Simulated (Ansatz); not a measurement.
Geometry optimisation, RKS B3LYP/def2-SVP (Ansatz).

input.yaml

```yaml
crystal:
  periodic: [false, false, false]
  atoms:
    - { symbol: C, position_ang: [-0.9935, 1.3316, -0.1102] }
    - { symbol: As, position_ang: [0.4783, 0.8198, 1.0095] }
    - { symbol: C, position_ang: [0.1176, -1.0955, 0.7901] }
    - { symbol: Si, position_ang: [1.3651, -0.7259, -0.5908] }
    - { symbol: H, position_ang: [-1.9115, 0.7026, 0.0212] }
    - { symbol: H, position_ang: [-1.334, 2.4256, 0.1549] }
    - { symbol: H, position_ang: [-0.7304, 1.3703, -1.19] }
    - { symbol: H, position_ang: [0.656, -1.6925, 1.5955] }
    - { symbol: H, position_ang: [-0.8741, -1.3526, 0.5333] }
    - { symbol: H, position_ang: [2.6729, -1.1791, -0.316] }
    - { symbol: H, position_ang: [1.27546, 1.96566, 1.61113] }
basis:
  gaussian: { orbitals: def2-SVP }
hamiltonian:
  xc: b3lyp
relax:
  f_tol: 0.02
  max_steps: 50
output:
  orbitals: {}
```

Command:

```bash
$ ansatz run input.yaml --threads 2 --pin off --max-ram 3072MiB --backend cpu --events-out ev --progress --plain --runs-dir out
```

Question: Where does it end, and by what steps?

Answer: It converged. After 13 steps the energy has fallen by 2.495 eV; H11 moved furthest, 0.89 Å.

| step | energy less start (eV) | largest force component (eV/Å) | accepted |
| --- | --- | --- | --- |
| 0 | 0.0000 | 3.824 | yes |
| 1 | -1.3811 | 0.928 | yes |
| 2 | -1.8217 | 0.815 | yes |
| 3 | -2.1180 | 0.780 | yes |
| 4 | -2.2857 | 0.434 | yes |
| 5 | -2.4060 | 0.698 | yes |
| 6 | -2.4714 | 0.313 | yes |
| 7 | -2.4404 | 0.692 | no |
| 8 | -2.4905 | 0.199 | yes |
| 9 | -2.4887 | 0.328 | no |
| 10 | -2.4935 | 0.086 | yes |
| 11 | -2.4949 | 0.030 | yes |
| 12 | -2.4952 | 0.023 | yes |
| 13 | -2.4953 | 0.016 | yes |

```xyz
11
Properties=species:S:1:pos:R:3
C -1.135 1.544 -0.066
As 0.692 0.907 0.326
C 0.354 -1.084 0.574
Si 1.708 -1.253 -0.766
H -1.849 1.203 0.695
H -1.132 2.643 -0.114
H -1.425 1.149 -1.051
H 0.523 -1.369 1.621
H -0.674 -1.318 0.262
H 2.874 -1.097 0.220
H 0.786 1.243 1.807
```

Whether the end is a true minimum wasn't checked by a vibrational analysis.

Run time: 18 s on 2 threads of AMD EPYC 9R45 96-Core Processor (Zen 5) (shared host), peak memory 0.3 GiB.
